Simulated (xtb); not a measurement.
Harmonic IR lines of one isomer of C4H6BN, unscaled. Method: GFN2-xTB in xtb 6.7.1.

```tsv
wavenumber (cm⁻¹)	relative intensity
375	3.1
822	76
840	9.0
928	9.8
935	8.6
960	3.2
1008	4.0
1177	15
1251	9.0
1261	27
1422	5.6
1640	15
2410	100
2653	42
2694	56
2949	7.3
2962	4.8
3063	13
3122	10
```

Question: Name which structure gives these lines.
A. `B/C(C)=C\C#N`
B. `B/C(C#N)=C/C`
C. `BC(=C)CC#N`
D. `B/C(C#N)=C\C`

Answer: C, `BC(=C)CC#N`
